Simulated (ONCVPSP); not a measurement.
**Transferability test, ONCV potential for Zr**

Zr (Z = 40), optimised norm-conserving Vanderbilt (ONCV), made with ONCVPSP 4.0.1 (PW91, scalar-relativistic). Core [Ar] 3d10, reference 4s2 4p6 4d2 5s2. Waves: 4s+5s: rc 2.05 bohr, ncon 5, nbas 8, qcut 4.5 1/bohr, 2 projectors; 4p: rc 2.05 bohr, ncon 4, nbas 7, qcut 6.2 1/bohr, 2 projectors, debl 2.5 Ha; 4d: rc 2.80 bohr, ncon 4, nbas 8, qcut 4.7 1/bohr, 3 projectors, debl 1.4 Ha; f scattering state at 0.44 Ha: rc 2.05 bohr, ncon 4, nbas 7, qcut 5.5 1/bohr, local. Local part: the f channel. Core correction: none.

Energies are relative to the spin-unpolarised reference configuration 4s2 4p6 4d2 5s2; without spin polarisation the order of configurations can differ from experiment.

Problem. Give the all-electron excitation energy and the error of the potential for: 4s2 4p6 4d2 5s1; 4s2 4p6 4d2 5s0; 4s2 4p6 4d1 5s0; 4s2 4p6 4d3 5s1.

Solution.

| valence configuration | charge | ΔE all-electron (eV) | error AE − PS (meV) |
| --- | --- | --- | --- |
| 4s2 4p6 4d2 5s1 | +1 | 7.190 | -1.2 |
| 4s2 4p6 4d2 5s0 | +2 | 20.169 | -7.0 |
| 4s2 4p6 4d1 5s0 | +3 | 42.855 | +34 |
| 4s2 4p6 4d3 5s1 | 0 | 1.199 | +12 |
